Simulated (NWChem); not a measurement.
Everything below was run with NWChem. System: H2S2, charge 0, spin multiplicity 1, displaced from the optimised geometry. Level: B3LYP/def2-TZVP, VWN1-RPA local correlation.

NWChem printed:

```
             Northwest Computational Chemistry Package (NWChem) 7.3.0
             --------------------------------------------------------

                                NWChem Input Module
                                -------------------

 Scaling coordinates for geometry "geometry" by  1.889725989
 (inverse scale =  0.529177249)

 Turning off AUTOSYM since
 SYMMETRY directive was detected!

                             Geometry "geometry" -> ""
                             -------------------------

 Output coordinates in angstroms (scale by  1.889725989 to convert to a.u.)

  No.       Tag          Charge          X              Y              Z
 ---- ---------------- ---------- -------------- -------------- --------------
    1 S                   16.0000     0.94730100     0.49902800     0.05662700
    2 S                   16.0000    -0.94730100    -0.49902800     0.05662700
    3 H                    1.0000     1.57700100    -0.27321800    -0.90602800
    4 H                    1.0000    -1.57700100     0.27321800    -0.90602800

 Effective nuclear repulsion energy (a.u.)      81.8954052053

            Nuclear Dipole moment (a.u.)
            ----------------------------
        X                 Y               Z
 ---------------- ---------------- ----------------
     0.0000000000     0.0000000000     0.0000151178

      Symmetry information
      --------------------

 Group name             C2
 Group number              4
 Group order               2
 No. of unique centers     2

      Symmetry unique atoms

     1    3


 Summary of "ao basis" -> "" (spherical)
 ------------------------------------------------------------------------------
       Tag                 Description            Shells   Functions and Types
 ---------------- ------------------------------  ------  ---------------------
 *                         def2-tzvp                  on all atoms

                                 NWChem DFT Module
                                 -----------------

 Summary of "ao basis" -> "ao basis" (spherical)
 ------------------------------------------------------------------------------
       Tag                 Description            Shells   Functions and Types
 ---------------- ------------------------------  ------  ---------------------
 S                         def2-tzvp                13       37   5s5p2d1f
 H                         def2-tzvp                 4        6   3s1p

 Summary of "ao basis" -> "ao basis" (spherical)
 ------------------------------------------------------------------------------
       Tag                 Description            Shells   Functions and Types
 ---------------- ------------------------------  ------  ---------------------
 S                         def2-tzvp                13       37   5s5p2d1f
 H                         def2-tzvp                 4        6   3s1p

      Symmetry analysis of basis
      --------------------------

        a          43
        b          43

            General Information
            -------------------
          SCF calculation type: DFT
          Wavefunction type:  closed shell.
          No. of atoms     :     4
          No. of electrons :    34
           Alpha electrons :    17
            Beta electrons :    17
          Charge           :     0
          Spin multiplicity:     1
          Use of symmetry is: on ; symmetry adaption is: on
          Maximum number of iterations: 100
          AO basis - number of functions:    86
                     number of shells:    34
          Convergence on energy requested:  1.00D-06
          Convergence on density requested:  1.00D-05
          Convergence on gradient requested:  5.00D-04

              XC Information
              --------------
                         B3LYP Method XC Potential
                     Hartree-Fock (Exact) Exchange  0.200
                        Slater Exchange Functional  0.800 local
                    Becke 1988 Exchange Functional  0.720 non-local
              Lee-Yang-Parr Correlation Functional  0.810
                  VWN I RPA Correlation Functional  0.190 local

             Grid Information
             ----------------
          Grid used for XC integration:  coarse
[...]
    19     -0.135353  1 S  py                56     -0.135353  2 S  py

 Vector   17  Occ=2.000000D+00  E=-2.688425D-01  Symmetry=a
              MO Center= -1.6D-12, -8.7D-13, -5.9D-02, r^2= 2.7D+00
   Bfn.  Coefficient  Atom+Function         Bfn.  Coefficient  Atom+Function
  ----- ------------  ---------------      ----- ------------  ---------------
    16      0.294626  1 S  py                53     -0.294626  2 S  py
    19      0.223134  1 S  py                56     -0.223134  2 S  py
    17     -0.197355  1 S  pz                54     -0.197355  2 S  pz
    20     -0.151281  1 S  pz                57     -0.151281  2 S  pz
    13      0.146603  1 S  py                50     -0.146603  2 S  py

 Vector   18  Occ=0.000000D+00  E=-6.404339D-02  Symmetry=b
              MO Center= -6.4D-15, -2.1D-15,  1.7D-02, r^2= 3.8D+00
   Bfn.  Coefficient  Atom+Function         Bfn.  Coefficient  Atom+Function
  ----- ------------  ---------------      ----- ------------  ---------------
    18      0.572792  1 S  px                55      0.572792  2 S  px
     5     -0.471446  1 S  s                 42      0.471446  2 S  s
    15      0.336963  1 S  px                52      0.336963  2 S  px
    19      0.289476  1 S  py                56      0.289476  2 S  py
    16      0.170605  1 S  py                53      0.170605  2 S  py

 Vector   19  Occ=0.000000D+00  E=-4.420399D-03  Symmetry=a
              MO Center= -4.0D-13, -4.4D-14, -5.1D-01, r^2= 5.0D+00
   Bfn.  Coefficient  Atom+Function         Bfn.  Coefficient  Atom+Function
  ----- ------------  ---------------      ----- ------------  ---------------
    77      0.966801  3 H  s                 83      0.966801  4 H  s
     5     -0.587764  1 S  s                 42     -0.587764  2 S  s
    19      0.360122  1 S  py                56     -0.360122  2 S  py
    20      0.347378  1 S  pz                57      0.347378  2 S  pz
    18     -0.337796  1 S  px                55      0.337796  2 S  px

 Vector   20  Occ=0.000000D+00  E= 7.166347D-03  Symmetry=b
              MO Center=  4.1D-13, -3.8D-14, -5.1D-01, r^2= 4.8D+00
   Bfn.  Coefficient  Atom+Function         Bfn.  Coefficient  Atom+Function
  ----- ------------  ---------------      ----- ------------  ---------------
    77      0.987309  3 H  s                 83     -0.987309  4 H  s
     5     -0.525160  1 S  s                 42      0.525160  2 S  s
    20      0.496024  1 S  pz                57     -0.496024  2 S  pz
    18     -0.311464  1 S  px                55     -0.311464  2 S  px
    19      0.253680  1 S  py                56      0.253680  2 S  py

 center of mass
 --------------
 x =   0.00000000 y =   0.00000000 z =   0.05141840

 moments of inertia (a.u.)
 ------------------
          63.869332381957        -104.845814192587           0.000000000000
        -104.845814192587         229.282884358949           0.000000000000
           0.000000000000           0.000000000000         280.219027914502

     Multipole analysis of the density
     ---------------------------------

     L   x y z        total         alpha         beta         nuclear
     -   - - -        -----         -----         ----         -------
     0   0 0 0     -0.000000    -17.000000    -17.000000     34.000000

     1   1 0 0     -0.000000     -0.000000     -0.000000      0.000000
     1   0 1 0     -0.000000     -0.000000     -0.000000      0.000000
     1   0 0 1     -0.474539     -0.237277     -0.237277      0.000015

     2   2 0 0    -18.100482    -69.204816    -69.204816    120.309150
     2   1 1 0     -0.564918    -25.754184    -25.754184     50.943450
     2   1 0 1      0.000000      0.000000      0.000000      0.000000
     2   0 2 0    -21.129556    -25.060125    -25.060125     28.990694
     2   0 1 1     -0.000000     -0.000000     -0.000000      0.000000
     2   0 0 2    -20.190363    -13.209837    -13.209837      6.229312

            General Information
            -------------------
          SCF calculation type: DFT
          Wavefunction type:  closed shell.
          No. of atoms     :     4
          No. of electrons :    34
           Alpha electrons :    17
            Beta electrons :    17
          Charge           :     0
          Spin multiplicity:     1
          Use of symmetry is: on ; symmetry adaption is: on
          Maximum number of iterations: 100
          AO basis - number of functions:    86
                     number of shells:    34
          Convergence on energy requested:  1.00D-06
          Convergence on density requested:  1.00D-05
          Convergence on gradient requested:  5.00D-04

              XC Information
              --------------
                         B3LYP Method XC Potential
                     Hartree-Fock (Exact) Exchange  0.200
                        Slater Exchange Functional  0.800 local
                    Becke 1988 Exchange Functional  0.720 non-local
              Lee-Yang-Parr Correlation Functional  0.810
                  VWN I RPA Correlation Functional  0.190 local

             Grid Information
             ----------------
          Grid used for XC integration:  coarse
          Radial quadrature: Mura-Knowles
          Angular quadrature: Lebedev.
          Tag              B.-S. Rad. Rad. Pts. Rad. Cut. Ang. Pts.
          ---              ---------- --------- --------- ---------
          S                   1.00       70           9.0       302
          H                   0.35       35          10.0       302
          Grid pruning is: on
          Number of quadrature shells:   105
          Spatial weights used:  Erf1

          Convergence Information
          -----------------------
          Convergence aids based upon iterative change in
          total energy or number of iterations.
          Levelshifting, if invoked, occurs when the
          HOMO/LUMO gap drops below (HL_TOL):  1.00D-02
          DIIS, if invoked, will attempt to extrapolate
          using up to (NFOCK): 10 stored Fock matrices.

                    Damping( 0%)  Levelshifting(0.5)       DIIS
                  --------------- ------------------- ---------------
          dE  on:    start            ASAP                start
          dE off:    2 iters        100 iters           100 iters

      Screening Tolerance Information
      -------------------------------
          Density screening/tol_rho:  1.00D-10
          AO Gaussian exp screening on grid/accAOfunc:  14
          CD Gaussian exp screening on grid/accCDfunc:  20
          XC Gaussian exp screening on grid/accXCfunc:  20
          Schwarz screening/accCoul:  1.00D-08

                            NWChem DFT Gradient Module
                            --------------------------

  charge          =   0.00
  wavefunction    = closed shell

  Using symmetry

                         DFT ENERGY GRADIENTS

    atom               coordinates                        gradient
                 x          y          z           x          y          z
   1 S       1.790139   0.943026   0.107010    0.008126   0.017223   0.011810
   2 S      -1.790139  -0.943026   0.107010   -0.008126  -0.017223   0.011810
   3 H       2.980100  -0.516307  -1.712145    0.008407  -0.009240  -0.011810
   4 H      -2.980100   0.516307  -1.712145   -0.008407   0.009240  -0.011810

                 ----------------------------------------
                 |  Time  |  1-e(secs)   |  2-e(secs)   |
                 ----------------------------------------
                 |  CPU   |       0.00   |       0.97   |
                 ----------------------------------------
                 |  WALL  |       0.00   |       0.97   |
                 ----------------------------------------

 Task  times  cpu:        2.0s     wall:        2.0s

 Total times  cpu:        2.0s     wall:        2.0s
```

### Question
Write an NWChem input that would produce this output.

### Answer
One answer among several that fit: 
```
start mol
memory heap 200 mb stack 900 mb global 1100 mb
geometry units angstroms nocenter noautoz
  S      0.947301     0.499028     0.056627
  S     -0.947301    -0.499028     0.056627
  H      1.577001    -0.273218    -0.906028
  H     -1.577001     0.273218    -0.906028
  symmetry group C2
end
basis spherical
  * library def2-tzvp
end
dft
  xc b3lyp
  semidirect memsize 60000000 filesize 0
  iterations 100
  grid coarse
end
task dft gradient
```
